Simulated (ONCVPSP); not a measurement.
Reading a pseudo-wave (S)

Columns: radius, all-electron u(r) and pseudo u(r) of the 3p shell (level -6.98 eV) of sulfur in the configuration [Ne] 3s2 3p4; Wu-Cohen, scalar-relativistic, ONCV scheme, ONCVPSP 4.0.1.

```
r (bohr)  all-electron  pseudo
   0.088       -0.1379  0.0060
   0.175       -0.2842  0.0238
   0.262       -0.3320  0.0532
   0.350       -0.2931  0.0935
   0.438       -0.1992  0.1423
   0.525       -0.0796  0.1970
   0.612        0.0483  0.2565
   0.700        0.1744  0.3202
   0.788        0.2903  0.3851
   0.875        0.3915  0.4476
   0.962        0.4783  0.5061
   1.050        0.5513  0.5603
   1.138        0.6100  0.6091
   1.225        0.6549  0.6510
   1.312        0.6879  0.6848
   1.400        0.7106  0.7092
   1.487        0.7240  0.7236
   1.575        0.7296  0.7295
   1.662        0.7285  0.7285
   1.750        0.7220  0.7220
   1.838        0.7111  0.7111
   1.925        0.6967  0.6967
   2.012        0.6796  0.6796
   2.100        0.6602  0.6601
   2.188        0.6391  0.6391
   2.275        0.6171  0.6171
```

(1) How many radial nodes do the two functions have?

(2) At about which radius was the pseudo-wave matched?

(3) Where does each function peak?

(4) Is the pseudo-wave norm-conserving?

Results:

(1) The all-electron 3p function has n − l − 1 = 1; the pseudo-wave has 0, since the states of the same l below it are removed with the core.

(2) 1.75 bohr. The columns agree to 0.0005 from 1.49 bohr on; several derivatives are matched, so the curves merge somewhat inside the radius.

(3) Outermost all-electron maximum near 1.57 bohr, pseudo maximum near 1.57 bohr (to the table’s step).

(4) Yes: the ONCV scheme keeps the norm inside the radius equal to the all-electron one, which fixes the energy derivative of the logarithmic derivative at the level.
